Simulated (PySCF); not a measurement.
This PySCF input asks for the NMR shieldings of `C[SiH2][C@H]([SiH3])[SiH2]C(C)C`, C5H18Si3; the geometry comes from GFN2-xTB.

```python
import basis_set_exchange as bse
import numpy as np
from pyscf import gto, dft
from pyscf.prop import nmr

atoms = """
C     2.916055    1.360358   -1.771832
Si    2.808631   -0.022322   -0.478062
C     1.101014   -0.013083    0.366509
Si    1.022869   -1.248104    1.811580
Si   -0.305332   -0.243791   -0.894469
C    -2.018494   -0.334440   -0.058824
C    -3.109493   -0.561200   -1.100337
C    -2.323396    0.920891    0.753490
H     2.220246    1.186741   -2.586536
H     3.913307    1.422772   -2.195704
H     2.683564    2.329476   -1.340268
H     3.862432    0.193325    0.527421
H     3.042192   -1.318935   -1.127254
H     0.976363    0.982582    0.802498
H    -0.186045   -1.033853    2.615648
H     1.027239   -2.621720    1.305636
H     2.177316   -1.057524    2.695392
H    -0.098823   -1.483637   -1.658583
H    -0.336679    0.885463   -1.840850
H    -2.031592   -1.187541    0.627813
H    -4.088161   -0.643546   -0.628099
H    -2.922967   -1.473533   -1.662149
H    -3.142231    0.268209   -1.803928
H    -1.594383    1.054376    1.550014
H    -2.302348    1.803392    0.116277
H    -3.312329    0.858260    1.207933
"""
names = dict.fromkeys(["C", "Si", "H"], "pcSseg-1")
basis = {el: gto.basis.parse(bse.get_basis(n, elements=[el], fmt="nwchem")) for el, n in names.items()}
mol = gto.M(atom=atoms, basis=basis, charge=0, verbose=0)
mf = dft.RKS(mol, xc="PBE0")
mf.grids.level = 2
mf.grids.alignment = dft.numint.BLKSIZE   # the property module wants whole blocks of grid points
mf.conv_tol = 1e-9
mf.kernel()

calc = nmr.RKS(mf)   # GIAO
C = mf.mo_coeff
Co = C[:, mf.mo_occ > 0]
resp = mf.gen_response(singlet=True, hermi=2)
def vind(x):   # induced exchange potential for any number of trial vectors
    d = np.einsum("pi,xij,qj->xpq", C, 2 * x.reshape(-1, C.shape[1], Co.shape[1]), Co, optimize=True)
    return np.einsum("xpq,pi,qj->xij", resp(d - d.transpose(0, 2, 1)), C, Co, optimize=True).ravel()
mo1, _ = nmr.rhf.solve_mo1(calc, with_cphf=vind)
sigma = calc.kernel(mo1)
for i, s in enumerate(sigma):   # ppm
    print("%2d %-2s %9.2f" % (i, mol.atom_pure_symbol(i), np.trace(s) / 3))
```

**Question.** What does it print?

**Answer.** 
```
 0 C     191.76
 1 Si    389.06
 2 C     202.74
 3 Si    422.87
 4 Si    377.93
 5 C     171.75
 6 C     166.04
 7 C     166.68
 8 H      31.31
 9 H      31.60
10 H      31.66
11 H      27.29
12 H      27.50
13 H      32.44
14 H      27.57
15 H      27.88
16 H      27.68
17 H      27.62
18 H      27.71
19 H      30.66
20 H      30.44
21 H      30.47
22 H      30.92
23 H      30.36
24 H      31.00
25 H      30.48
```

These numbers come from an equivalent density-fitted implementation of the same equations, which agrees with the script to about 0.01 ppm for H and up to a few tenths of a ppm for heavy atoms, so last digits may differ.

**Question.** Turn these shieldings into chemical shifts. Chemical shifts δ = σref − σ; 13C (σ = 186.93 ppm), 29Si (σ = 349.16 ppm), 1H (σ = 31.72 ppm) against TMS, all at this level.

**Answer.** Averaging equivalent atoms: C 6: 20.9; C 7: 20.2; C 5: 15.2; C 0: -4.8; C 2: -15.8; Si 4: -28.8; Si 1: -39.9; Si 3: -73.7; H 11: 4.43; H 12: 4.22; H 17: 4.09; H 14/15/16: 4.01; H 18: 4.00; H 20/21/22: 1.11; H 23/24/25: 1.10; H 19: 1.06; H 8/9/10: 0.19; H 13: -0.72 ppm. 

Size and cost of the density-fitted run: 247 basis functions, 4 min wall time on 1 thread of an Intel Xeon, shared host; peak memory 1.2 GiB.
